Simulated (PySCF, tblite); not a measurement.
Species: C5H9F3P2.
SMILES with atom numbers: `[CH3:1][P:2](/[CH:3]=[CH:4]/[PH2:5])[CH2:6][C:7]([F:8])([F:9])[F:10]` (hydrogens: H11, H12, H13 on C1; H14 on C3; H15 on C4; H16, H17 on P5; H18, H19 on C6)

Jobs on this species (19 atoms, 96 electrons) with PySCF (density fitting) and tblite. Hardware of each: an Arm Neoverse V1 with one thread (shared host). Times come from a shared host and carry two figures at best.

```
                level and settings                                                                           work  basis functions  SCF cycles  wall time
                 mPW1PW91/pcSseg-1                                                                     shieldings              229           ?          ?
PBE0/pcSseg-1, IEF-PCM cyclohexane                                        shieldings, charges and field gradients              229           ?          ?
                     PBE0/pcSseg-1                                        shieldings, charges and field gradients              229           ?          ?
                          GFN2-xTB                                                  Hessian by finite differences                –           –     0.91 s
   PBE0/pcSseg-1, IEF-PCM methanol                                                                     shieldings              229          14       47 s
PBE0-D3(BJ)/def2-SVP, grid level 1                   geometry optimisation from a GFN2-xTB start shaken at random              193          98    6.1 min
                          GFN2-xTB                                                              L-BFGS relaxation                –           –     0.78 s
               CAM-B3LYP/def2-SVPD  10 singlets by full TDDFT, 4 Tamm–Dancoff triplets, polarisability, ΔSCF ions              289          13    7.0 min
```

Question: Fill in the missing figures.

Answer: 
- mPW1PW91/pcSseg-1; shieldings: 55 s, 14 SCF cycles
- PBE0/pcSseg-1, IEF-PCM cyclohexane; shieldings, charges and field gradients: 53 s, 14 SCF cycles
- PBE0/pcSseg-1; shieldings, charges and field gradients: 50 s, 14 SCF cycles

Question: What do all jobs in the table cost together?

Answer: About 17 min; the longest takes about 42 % of that, and about 540 times as long as the shortest.
